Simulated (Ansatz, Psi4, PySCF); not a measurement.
C2H3O2 (SMILES [CH2-]OC=O), charge -1, singlet, at the geometry of the source list (in this run its highest filled SCF level lies above zero, so its values depend strongly on the basis, on diffuse functions most of all). Base run: PySCF with PBE0/6-311G**.

The PySCF input:
```python
from pyscf import gto, scf, dft

mol = gto.M(
    atom='''
C    -1.055288   -0.067338    0.000000
O    -0.835098   -1.261681    0.000000
O    -0.124079    0.903369    0.000000
H    -2.052439    0.391126    0.000000
C     1.232820    0.413815    0.000000
H     1.417042   -0.189644    0.889397
H     1.417042   -0.189644   -0.889397
''',
    basis='6-311g**',
    charge=-1,
    spin=0,
    verbose=3,
)

mf = dft.RKS(mol)
mf.xc = 'pbe0'
mf.kernel()
```

The same geometry, method and basis name were run in Ansatz (a program for electronic structure) and Psi4 and PySCF, at each program's defaults and at the settings that a row names. The base is PySCF at its defaults. Differences at the defaults can come from grids, fitting, cores and function types together.

| code and settings | ΔE vs base (mEh) | basis functions | E (Eh) | SCF cycles |
|---|---|---|---|---|
| PySCF, defaults (exact integrals, its default grid, spherical functions) | 0.000 | 90 | -228.18887 | 11 |
| Psi4, defaults (density fitting with its default set, its default grid, spherical functions) | -0.029 | 90 | -228.18890 | 10 |
| Ansatz, defaults (factorised integrals, its default grid, spherical functions) | 0.000 | 90 | -228.18887 | - |
| PySCF, density fitting with def2-universal-jkfit | -0.019 | 90 | -228.18889 | 11 |
| PySCF, fine grid | -0.002 | 90 | -228.18887 | 11 |
| Psi4, exact integrals, spherical functions, fine grid | -0.002 | 90 | -228.18887 | 13 |
| Ansatz, high accuracy | -0.002 | 90 | -228.18887 | - |
